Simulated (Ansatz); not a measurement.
Basis sets compared for the cluster Hf₂S₂⁺ (the lowest doublet isomer of a short search). The state is a doublet with charge 1. Geometry r2SCAN-D4/def2-SVP. Ansatz on 4 threads of Arm Neoverse V1 on a shared host; times are rough, and most runs start from earlier orbitals.

```tsv
atom	x (Å)	y (Å)	z (Å)
Hf1	1.1987	0.2294	-0.6647
Hf2	-0.7540	0.4129	1.0918
S3	-1.0235	0.9117	-1.2332
S4	0.5788	-1.5539	0.8061
```

In the def2 sets Hf takes a core potential; there is no spin–orbit coupling. The structure comes from a short search, and lower isomers may exist.

```json
{"level": "PBE-D4/def2-SVP", "functions": "100", "energy (Eh)": "-891.7217", "HOMO (eV)": "-9.07", "LUMO (eV)": "-8.34", "wall time": "3.8 s"}
{"level": "PBE0-D4/def2-SVP", "functions": "100", "energy (Eh)": "-891.7001", "HOMO (eV)": "-9.89", "LUMO (eV)": "-7.40", "wall time": "6 s"}
```

Task: Estimate the rows for PBE-D4/def2-TZVP, PBE0-D4/def2-TZVP (with forces).

Result: 
```
                          level  functions  energy (Eh)  HOMO (eV)  LUMO (eV)  wall time
               PBE-D4/def2-TZVP        154    -892.0154      -8.98      -8.26        4 s
PBE0-D4/def2-TZVP (with forces)        154    -891.9955      -9.77      -7.29       15 s
```
